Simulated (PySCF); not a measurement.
**Electron correlation in Hf²⁺ (hafnium, charge +2)**

[Xe] 4f14 5d1 6p1, one real determinant (an excited configuration). Computed with PySCF 2.14 in ANO-RCC-VTZP (8s7p5d3f2g1h, 104 functions), with the spin-free X2C one-electron Hamiltonian (Gaussian nucleus). Frozen: [Xe] 4f14; 2 electrons correlated.

With two correlated electrons CCSD is exact within the correlated space (frozen core and kept virtual orbitals).

```tsv
level	correlation energy (mhartree)
CCSD	-4.78
```

Diagnostics: T1 = 0.0075, D1 = 0.0127, largest double amplitude 0.278.

The real determinant used has ⟨L²⟩ near 8 against 12 for a pure F term, so it mixes terms. Spin-orbit coupling, absent here, splits the open shell strongly. A double-excitation amplitude exceeds 0.15, a sign of near-degeneracy.

Cost of the coupled-cluster step: of the order of 6 core-seconds, for 2 correlated electrons.

Iterations:

```
CC2 = 0
CCSD nocc = (np.int64(2), np.int64(0)), nmo = (70, 70)
frozen orbitals [[0, 1, 2, 3, 4, 5, 6, 7, 8, 9, 10, 11, 12, 13, 14, 15, 16, 17, 18, 19, 20, 21, 22, 23, 24, 25, 26, 27, 28, 29, 30, 31, 32, 33], [0, 1, 2, 3, 4, 5, 6, 7, 8, 9, 10, 11, 12, 13, 14, 15, 16, 17, 18, 19, 20, 21, 22, 23, 24, 25, 26, 27, 28, 29, 30, 31, 32, 33]]
max_cycle = 100
direct = 0
conv_tol = 1e-08
conv_tol_normt = 1e-06
diis_space = 8
diis_start_cycle = 0
Init t2, MP2 energy = -0.00252972336942328
Init E_corr(UCCSD) = -0.00252972336945212
cycle = 1  E_corr(UCCSD) = -0.00327932250654171  dE = -0.000749599137  norm(t1,t2) = 0.0139571
cycle = 2  E_corr(UCCSD) = -0.00354213173365004  dE = -0.000262809227  norm(t1,t2) = 0.00683631
cycle = 3  E_corr(UCCSD) = -0.00354994280571396  dE = -7.81107206e-06  norm(t1,t2) = 0.0144421
cycle = 4  E_corr(UCCSD) = -0.00372473895450053  dE = -0.000174796149  norm(t1,t2) = 0.11035
cycle = 5  E_corr(UCCSD) = -0.00375739561051814  dE = -3.2656656e-05  norm(t1,t2) = 0.00418365
cycle = 6  E_corr(UCCSD) = -0.00418392005830619  dE = -0.000426524448  norm(t1,t2) = 0.00403516
cycle = 7  E_corr(UCCSD) = -0.00477916162958427  dE = -0.000595241571  norm(t1,t2) = 0.00264338
cycle = 8  E_corr(UCCSD) = -0.00477225080291785  dE = 6.91082667e-06  norm(t1,t2) = 0.000861898
cycle = 9  E_corr(UCCSD) = -0.00476656203500302  dE = 5.68876791e-06  norm(t1,t2) = 0.00179872
cycle = 10  E_corr(UCCSD) = -0.004786039542167  dE = -1.94775072e-05  norm(t1,t2) = 0.000130494
cycle = 11  E_corr(UCCSD) = -0.0047898392625553  dE = -3.79972039e-06  norm(t1,t2) = 0.000278901
cycle = 12  E_corr(UCCSD) = -0.00478283995538028  dE = 6.99930718e-06  norm(t1,t2) = 6.17173e-05
cycle = 13  E_corr(UCCSD) = -0.00477810790920818  dE = 4.73204617e-06  norm(t1,t2) = 0.00211733
cycle = 14  E_corr(UCCSD) = -0.00478239521254052  dE = -4.28730333e-06  norm(t1,t2) = 2.00338e-05
cycle = 15  E_corr(UCCSD) = -0.00478229016126353  dE = 1.05051277e-07  norm(t1,t2) = 2.30974e-06
cycle = 16  E_corr(UCCSD) = -0.00478229845204787  dE = -8.29078434e-09  norm(t1,t2) = 5.12055e-06
cycle = 17  E_corr(UCCSD) = -0.00478228952412386  dE = 8.92792401e-09  norm(t1,t2) = 4.16881e-07
UCCSD converged
E(UCCSD) = -15071.99043697135  E_corr = -0.004782289524123857
```

The reference is one real determinant that mixes LS terms of this configuration.
